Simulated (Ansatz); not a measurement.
`C[CH2][Al][Br]` radical, relaxed with UKS PBE-D4/def2-SVP in the Gaussian-basis code of Ansatz from a rough embedded geometry. The force threshold is 0.03 eV/Å; the program also tests the step.

Charge 0, multiplicity 2.

Start:

```xyz
9

C    -0.043    0.823    0.342
C    -0.761   -0.414    0.066
Al    0.430   -1.718   -0.874
Br    2.673   -1.239   -1.324
H     0.334    1.340   -0.612
H    -0.703    1.608    0.871
H     0.850    0.683    1.022
H    -1.099   -0.878    1.062
H    -1.680   -0.204   -0.552
```

Task: By how much does the energy fall, and how many steps does the optimiser take? (An estimate is asked.)

Result: Computed: 22.02 kJ/mol, in 4 steps.

Task: Which bonds change most? (Estimate.)

Result: Computed: C1–C2 from 1.457 to 1.533 Å; C1–H6 from 1.153 to 1.112 Å; C1–H5 from 1.149 to 1.109 Å; C2–H8 from 1.150 to 1.114 Å.

Task: Give the relaxed structure. (Estimate.)

Result: Computed: 
```xyz
9

C    -0.021    0.902    0.362
C    -0.726   -0.425    0.059
Al    0.383   -1.805   -0.882
Br    2.588   -1.252   -1.288
H     0.321    1.411   -0.562
H    -0.693    1.608    0.897
H     0.878    0.758    0.996
H    -1.095   -0.919    0.987
H    -1.633   -0.279   -0.570
```
